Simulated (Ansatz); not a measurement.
CH₈O₄Si₂, SMILES `CO[SiH2]O[SiH](O)O`. Charge 0, multiplicity 1. The structure was optimised at the PBE0-D4/def2-TZVP level. It is one conformer, not always the lowest.

```xyz
15

C    -1.148   -2.208   -0.742
O    -0.564   -0.981   -0.358
Si    1.070   -0.757   -0.257
O     1.282    0.802    0.123
Si    0.395    2.165    0.357
O     0.896    2.982    1.672
O    -1.169    1.727    0.530
H    -0.942   -2.993   -0.007
H    -0.782   -2.534   -1.722
H    -2.228   -2.069   -0.806
H     1.636   -1.630    0.802
H     1.691   -1.073   -1.568
H     0.626    3.070   -0.780
H     0.602    2.669    2.529
H    -1.367    0.832    0.226
```

Q: What is the dipole moment at PBE/def2-TZVPP? (An estimate is asked.)

A: The calculation gave: 3.40 D, with components (-0.78, -3.31, -0.08) D in this frame, pointing from negative to positive charge.

Q: And with r2SCAN, B3LYP, ωB97M-V? (Best estimate.)

A: The calculation gave: r2SCAN 3.50 D, B3LYP 3.58 D, ωB97M-V 3.59 D.

Q: Give the Mulliken charges with PBE, B3LYP, ωB97M-V in def2-TZVPP. (An estimate is asked.)

A: Computed: 
| atom | PBE | B3LYP | ωB97M-V |
| --- | --- | --- | --- |
| C1 | -0.15 | -0.13 | -0.18 |
| O2 | -0.33 | -0.41 | -0.40 |
| Si3 | 0.49 | 0.58 | 0.50 |
| O4 | -0.30 | -0.38 | -0.39 |
| Si5 | 0.57 | 0.71 | 0.65 |
| O6 | -0.35 | -0.39 | -0.38 |
| O7 | -0.37 | -0.41 | -0.40 |
| H8 | 0.10 | 0.11 | 0.12 |
| H9 | 0.10 | 0.11 | 0.12 |
| H10 | 0.10 | 0.11 | 0.12 |
| H11 | -0.08 | -0.09 | -0.05 |
| H12 | -0.08 | -0.08 | -0.04 |
| H13 | -0.10 | -0.11 | -0.06 |
| H14 | 0.19 | 0.19 | 0.18 |
| H15 | 0.20 | 0.21 | 0.20 |

B3LYP here is the variant with VWN-RPA as its local correlation; programs differ in this.
